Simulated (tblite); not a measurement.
Species: C₆H₁₃N.
SMILES with atom numbers: `[CH2:1]=[N:2][CH2:3][CH2:4][CH:5]([CH3:6])[CH3:7]` (hydrogens: H8, H9 on C1; H10, H11 on C3; H12, H13 on C4; H14 on C5; H15, H16, H17 on C6; H18, H19, H20 on C7)

Computed with GFN2-xTB (tblite), gas phase: Langevin dynamics at 300 K from the optimised GFN2-xTB geometry, time step 0.5 fs, friction 0.01 fs⁻¹, 2000 steps. The instantaneous temperature is 2·E(kin)/(3Nk) with all 3N coordinates.

```tsv
t (fs)	T (K)	E(pot) above start (eV)	C1=N2 (Å)	N2–C3 (Å)	C3–C4 (Å)	C4–C5 (Å)	C5–C6 (Å)	C1–H8 (Å)	C1–N2–C3–C4 (°)
0	246	0.000	1.249	1.431	1.532	1.533	1.527	1.098	124
25	158	0.451	1.248	1.460	1.529	1.519	1.566	1.115	119
50	167	0.440	1.247	1.432	1.527	1.580	1.549	1.098	118
75	216	0.434	1.235	1.461	1.491	1.560	1.510	1.078	122
100	237	0.545	1.242	1.445	1.498	1.513	1.530	1.084	118
125	190	0.598	1.281	1.442	1.564	1.549	1.585	1.080	115
150	280	0.566	1.237	1.438	1.532	1.523	1.540	1.113	127
175	283	0.502	1.223	1.405	1.506	1.540	1.504	1.121	138
200	254	0.738	1.276	1.423	1.548	1.570	1.561	1.131	138
225	254	0.514	1.264	1.459	1.516	1.489	1.519	1.118	139
250	199	0.663	1.214	1.467	1.548	1.546	1.554	1.100	139
275	218	0.528	1.249	1.386	1.531	1.519	1.555	1.093	141
300	246	0.532	1.300	1.450	1.532	1.513	1.524	1.107	134
325	276	0.502	1.240	1.447	1.517	1.554	1.553	1.111	127
350	265	0.814	1.235	1.423	1.524	1.568	1.561	1.104	113
375	236	0.652	1.270	1.419	1.536	1.535	1.539	1.071	126
400	280	0.713	1.236	1.475	1.533	1.511	1.550	1.058	137
425	266	0.532	1.259	1.439	1.531	1.515	1.498	1.074	142
450	206	0.767	1.258	1.404	1.516	1.605	1.522	1.087	144
475	261	0.606	1.227	1.452	1.502	1.544	1.534	1.099	152
500	245	0.641	1.280	1.444	1.532	1.573	1.476	1.113	149
525	229	0.818	1.251	1.414	1.546	1.631	1.489	1.139	141
550	315	0.629	1.222	1.468	1.499	1.565	1.484	1.136	144
575	329	0.564	1.276	1.456	1.535	1.514	1.554	1.097	152
600	303	0.735	1.250	1.473	1.585	1.508	1.589	1.135	162
625	259	0.767	1.236	1.453	1.569	1.489	1.560	1.102	164
650	306	0.630	1.275	1.409	1.521	1.513	1.587	1.088	155
675	306	0.616	1.241	1.437	1.517	1.520	1.526	1.088	140
700	294	0.569	1.250	1.468	1.544	1.511	1.532	1.077	131
725	285	0.650	1.272	1.394	1.529	1.566	1.568	1.086	126
750	217	0.941	1.238	1.443	1.524	1.577	1.491	1.098	115
775	334	0.448	1.239	1.408	1.532	1.554	1.522	1.128	116
800	281	0.753	1.260	1.431	1.588	1.541	1.524	1.106	116
825	295	0.754	1.259	1.442	1.588	1.552	1.502	1.112	110
850	253	0.684	1.259	1.398	1.471	1.531	1.566	1.113	126
875	306	0.668	1.269	1.390	1.533	1.540	1.623	1.115	135
900	315	0.538	1.250	1.436	1.577	1.511	1.549	1.075	136
925	253	0.679	1.229	1.443	1.526	1.528	1.528	1.058	140
950	279	0.559	1.256	1.434	1.496	1.554	1.513	1.093	140
975	209	0.588	1.260	1.472	1.524	1.534	1.497	1.112	131
1000	241	0.550	1.250	1.492	1.531	1.558	1.522	1.098	136
```

Problem. From 500 fs on, how do temperature and potential energy compare with equipartition?

Solution. The mean temperature of these 21 frames is 279 K against the target 300 K, and the mean potential energy 0.66 eV against 54 × kT/2 = 0.70 eV for 54 classical harmonic modes. For 20 atoms in a canonical ensemble the temperature itself scatters by T·√(2/(3N)) = 55 K; here its standard deviation is 36 K. The whole run lasts only 10 friction times of 100 fs, so these averages carry a wide statistical error.

Problem. What are the kinetic and total energies of the listed frame with the highest potential energy?

Solution. The one at 750 fs, 0.941 eV above the start. Its kinetic energy is 3NkT/2 = 0.561 eV at 217 K, so the sum is 1.50 eV; over the listed frames the sum runs from 0.64 to 1.52 eV, since the thermostat adds and removes energy.

Problem. How much do the listed bonds fluctuate from 500 fs on?

Solution. 
```
 bond  at the start (Å)  mean (Å)  standard deviation (Å)
C1=N2             1.249     1.253                   0.015
N2–C3             1.431     1.438                   0.028
C3–C4             1.532     1.537                   0.030
C4–C5             1.533     1.541                   0.031
C5–C6             1.527     1.533                   0.038
C1–H8             1.098     1.103                   0.021
```

The motion is classical and holds no zero-point motion.

The cost below is that of the whole dynamics run. On an Arm Neoverse N1 with one thread, no GPU (shared host), this took 19 s wall and 0.18 GiB of memory at its peak.
